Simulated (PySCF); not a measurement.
## Working out the ionisation energy of Ge²⁺

Ge²⁺ [Ar] 3d10 4s2 (1S) → Ge³⁺ [Ar] 3d10 4s1 (2S). All numbers are calculated (PySCF 2.14, the spin-free X2C one-electron Hamiltonian (Gaussian nucleus), in x2c-TZVPPall). Frozen: [Ne]. Energies in hartree (1 hartree = 27.21139 eV):

```
            part  Ge²⁺ (lower)  Ge³⁺ (upper)
             UHF  -2096.217191  -2095.034743
CCSD correlation     -0.283038     -0.233193
             (T)     -0.006408     -0.004374
```

Problem. What does Hartree-Fock give?

Solution. (-2095.034743) − (-2096.217191) = 1.182448 hartree = 32.176 eV.

Problem. What do CCSD and CCSD(T) give?

Solution. The CCSD correlation energies differ by 0.049845 hartree = 1.356 eV and the triples by 0.002034 hartree = 0.055 eV, so CCSD gives 33.532 eV and CCSD(T) 33.587 eV.

Measured between the centres of the two terms (NIST): 34.058 eV, so CCSD(T) (valence and next inner shell) is off by -0.471 eV.

What remains against the reference includes basis incompleteness, the frozen core and higher excitations.
